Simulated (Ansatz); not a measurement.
Total energies of CH5FOSn, SMILES `O[CH](F)[SnH3]`.

```xyz
9

O     0.965   -0.465    1.527
C     0.502    0.533    0.703
F     1.570    1.180    0.088
Sn   -0.850   -0.170   -0.876
H     1.313   -1.190    0.998
H     0.023    1.267    1.354
H    -0.178   -1.649   -1.416
H    -2.400   -0.453   -0.221
H    -0.944    0.948   -2.158
```

The species carries charge 0 and has multiplicity 1. Correlated methods include outer-core shells of Sn, which these sets cover unevenly. Sn takes the def2 core potential. The geometry is a stationary point of PBE0-D4/def2-TZVP. It is one conformer, not always the lowest. Basis def2-TZVPP, the Gaussian-basis code of Ansatz.

RPA on PBE orbitals: Hartree–Fock energy of these orbitals -428.41452 Eh, correlation -1.52775 Eh (frozen core).

```json
{"functional": "PBE", "energy without D4 (Eh)": "-430.29834", "D4 term (kJ/mol)": "-15.1"}
{"functional": "revPBE", "energy without D4 (Eh)": "-430.50709", "D4 term (kJ/mol)": "-45.4"}
{"functional": "BLYP", "energy without D4 (Eh)": "-430.43305", "D4 term (kJ/mol)": "-33.3"}
{"functional": "PBE0", "energy without D4 (Eh)": "-430.31221", "D4 term (kJ/mol)": "-12.7"}
{"functional": "B3LYP", "energy without D4 (Eh)": "-430.61026", "D4 term (kJ/mol)": "-24.6"}
{"functional": "r2SCAN0", "energy without D4 (Eh)": "-430.45049", "D4 term (kJ/mol)": "-4.2"}
{"functional": "BHLYP", "energy without D4 (Eh)": "-430.35684", "D4 term (kJ/mol)": "-19.4"}
{"functional": "LC-ωPBE", "energy without D4 (Eh)": "-430.45089", "D4 term (kJ/mol)": "–"}
{"functional": "ωB97X-V", "energy without D4 (Eh)": "-430.44420", "D4 term (kJ/mol)": "–"}
{"functional": "ωB97M-V", "energy without D4 (Eh)": "-430.40811", "D4 term (kJ/mol)": "–"}
```

Task: Give the same for LDA (SPW92), r2SCAN, B97M-V, r2SCANh, HSE06 (plane-wave form), CAM-B3LYP, B2PLYP, PBE-QIDH. (Estimate.)

Result: Ansatz gave: 
```tsv
functional	energy without D4 (Eh)	D4 term (kJ/mol)
LDA (SPW92)	-428.63655	–
r2SCAN	-430.50933	-3.6
B97M-V	-430.47574	–
r2SCANh	-430.48524	-3.8
HSE06 (plane-wave form)	-430.30055	-11.9
CAM-B3LYP	-430.44818	-12.9
B2PLYP	-430.17941	–
PBE-QIDH	-430.08718	–
```

B3LYP takes the VWN-RPA correlation (the form of Gaussian; ORCA's B3LYP/G). HSE06 is the plane-wave form, built on full-range PBE exchange. The double hybrids freeze the cores in their second-order part.

LC-ωPBE has ω = 0.4 bohr⁻¹.
